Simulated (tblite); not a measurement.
C6H11BClN.
Numbering: `[Cl:1][BH:2][N:3]1[C@H:4]2[CH2:5][CH2:6][C@@H:7]1[CH2:8][CH2:9]2` (hydrogens: H10 on B2; H11 on C4; H12, H13 on C5; H14, H15 on C6; H16 on C7; H17, H18 on C8; H19, H20 on C9)

Computed with GFN2-xTB (tblite), gas phase: L-BFGS steps from a force-field or distance-geometry start until the largest atomic force falls under 0.01 eV/Å.

Step 28: E = -741.9187 eV
```
atom  x, y, z in Å  |  force x, y, z in eV/Å
Cl1     3.0180   -0.6801   -1.7610   -0.023  -0.083   0.014
B2      2.3459   -0.5357   -0.1671   -0.026  -0.039   0.041
N3      0.9902   -0.3661   -0.0284    0.020   0.053  -0.029
C4     -0.0467   -0.2317   -1.0392    0.005   0.082  -0.017
C5     -1.1835   -1.0905   -0.4695    0.005  -0.023  -0.052
C6     -1.0042   -0.8983    1.0463    0.010  -0.025   0.029
C7      0.1885    0.0601    1.1065    0.023   0.049  -0.035
C8     -0.2695    1.4542    0.6404    0.029   0.053  -0.050
C9     -0.4287    1.2483   -0.8833    0.001   0.063   0.009
H10     3.0646   -0.5816    0.7562   -0.022   0.037   0.021
H11     0.2906   -0.5159   -2.0333   -0.031   0.020   0.003
H12    -2.1517   -0.7568   -0.8341   -0.051   0.058   0.036
H13    -1.0649   -2.1311   -0.7592    0.063  -0.104   0.017
H14    -1.8801   -0.4809    1.5359   -0.057   0.022  -0.019
H15    -0.7519   -1.8342    1.5379   -0.007  -0.109   0.023
H16     0.7294    0.0587    2.0510    0.014  -0.020  -0.036
H17    -1.1897    1.7828    1.1233    0.032  -0.095  -0.024
H18     0.5100    2.1802    0.8665   -0.002   0.074  -0.053
H19     0.2640    1.8670   -1.4536    0.026   0.048   0.079
H20    -1.4355    1.4625   -1.2383   -0.009  -0.060   0.042
```

Step 29: E = -741.9221 eV
```
atom  x, y, z in Å  |  force x, y, z in eV/Å
Cl1     3.0228   -0.7048   -1.7591   -0.023  -0.068   0.037
B2      2.3493   -0.5377   -0.1678   -0.080  -0.051   0.061
N3      0.9937   -0.3576   -0.0328    0.023   0.001  -0.044
C4     -0.0461   -0.2268   -1.0410   -0.032   0.056  -0.026
C5     -1.1813   -1.0903   -0.4714    0.011  -0.026  -0.040
C6     -1.0014   -0.8976    1.0449    0.034  -0.001   0.049
C7      0.1929    0.0619    1.1047    0.009   0.056  -0.036
C8     -0.2726    1.4551    0.6425    0.022   0.052  -0.057
C9     -0.4334    1.2514   -0.8825    0.009   0.072   0.025
H10     3.0583   -0.5846    0.7640   -0.011   0.042  -0.018
H11     0.2875   -0.5089   -2.0374   -0.021   0.023   0.016
H12    -2.1520   -0.7621   -0.8376   -0.013   0.065   0.057
H13    -1.0609   -2.1317   -0.7600    0.079  -0.085   0.019
H14    -1.8753   -0.4748    1.5354   -0.043  -0.001  -0.036
H15    -0.7508   -1.8325    1.5400   -0.013  -0.098   0.004
H16     0.7388    0.0588    2.0476   -0.020  -0.016  -0.061
H17    -1.1970    1.7734    1.1259    0.070  -0.077  -0.029
H18     0.5043    2.1845    0.8707   -0.039   0.067  -0.061
H19     0.2602    1.8698   -1.4527    0.003   0.059   0.087
H20    -1.4420    1.4650   -1.2364    0.034  -0.067   0.052
```

Step 30: E = -741.9258 eV
```
atom  x, y, z in Å  |  force x, y, z in eV/Å
Cl1     3.0280   -0.7328   -1.7556   -0.025  -0.057   0.053
B2      2.3514   -0.5433   -0.1679   -0.114  -0.054   0.064
N3      0.9973   -0.3468   -0.0383    0.014  -0.058  -0.047
C4     -0.0459   -0.2196   -1.0435   -0.062   0.006  -0.027
C5     -1.1779   -1.0906   -0.4739    0.016  -0.021  -0.005
C6     -0.9974   -0.8968    1.0439    0.049   0.021   0.045
C7      0.1977    0.0655    1.1020   -0.008   0.038  -0.029
C8     -0.2758    1.4578    0.6438    0.011   0.030  -0.042
C9     -0.4387    1.2566   -0.8816    0.019   0.053   0.031
H10     3.0514   -0.5920    0.7712    0.002   0.043  -0.041
H11     0.2841   -0.5003   -2.0415   -0.009   0.031   0.018
H12    -2.1521   -0.7670   -0.8401    0.040   0.050   0.076
H13    -1.0535   -2.1338   -0.7599    0.083  -0.028   0.016
H14    -1.8705   -0.4687    1.5342   -0.012  -0.034  -0.056
H15    -0.7490   -1.8324    1.5423   -0.019  -0.051  -0.025
H16     0.7481    0.0600    2.0431   -0.044  -0.006  -0.076
H17    -1.2049    1.7615    1.1279    0.089  -0.037  -0.022
H18     0.4966    2.1921    0.8742   -0.073   0.055  -0.064
H19     0.2557    1.8755   -1.4500   -0.022   0.073   0.079
H20    -1.4496    1.4658   -1.2332    0.066  -0.054   0.051
```

Task: Estimate the geometry and energy of step 31. (The exact step hangs on the optimiser's Hessian estimate; all steps are aligned on step 30, rigid shifts and turns removed.)

Result: E = -741.9296 eV, largest force 0.127 eV/Å
```
atom  x, y, z in Å  |  force x, y, z in eV/Å
Cl1     3.0338   -0.7605   -1.7504   -0.033  -0.051   0.052
B2      2.3512   -0.5531   -0.1675   -0.109  -0.046   0.046
N3      1.0001   -0.3359   -0.0444   -0.011  -0.103  -0.032
C4     -0.0463   -0.2114   -1.0463   -0.063  -0.045  -0.017
C5     -1.1734   -1.0913   -0.4760    0.021  -0.008   0.037
C6     -0.9922   -0.8956    1.0436    0.044   0.029   0.017
C7      0.2021    0.0709    1.0984   -0.020   0.001  -0.017
C8     -0.2792    1.4618    0.6440    0.001  -0.006  -0.011
C9     -0.4439    1.2631   -0.8803    0.025   0.010   0.024
H10     3.0449   -0.6055    0.7755    0.012   0.042  -0.034
H11     0.2812   -0.4908   -2.0451    0.000   0.038   0.004
H12    -2.1509   -0.7712   -0.8406    0.083   0.020   0.086
H13    -1.0422   -2.1365   -0.7585    0.073   0.044   0.009
H14    -1.8660   -0.4641    1.5323    0.017  -0.062  -0.069
H15    -0.7465   -1.8328    1.5442   -0.018   0.013  -0.051
H16     0.7551    0.0629    2.0378   -0.043   0.008  -0.072
H17    -1.2121    1.7488    1.1287    0.079   0.014  -0.003
H18     0.4864    2.2029    0.8765   -0.090   0.042  -0.061
H19     0.2500    1.8843   -1.4460   -0.041   0.082   0.055
H20    -1.4571    1.4647   -1.2288    0.073  -0.023   0.037
```

The energy changes by -0.0038 eV. The first-order estimate −F·Δx gives -0.0052 eV and the mean of the old and new forces, exact on a quadratic surface, -0.0038 eV. The step makes an angle of 74° with the force vector and moves no atom by more than 0.029 Å.

The cost below is that of the whole relaxation. The run took 0.5 s wall on Arm Neoverse V1, one thread, shared host with 32 logical CPUs at a one-minute load of 7.4.
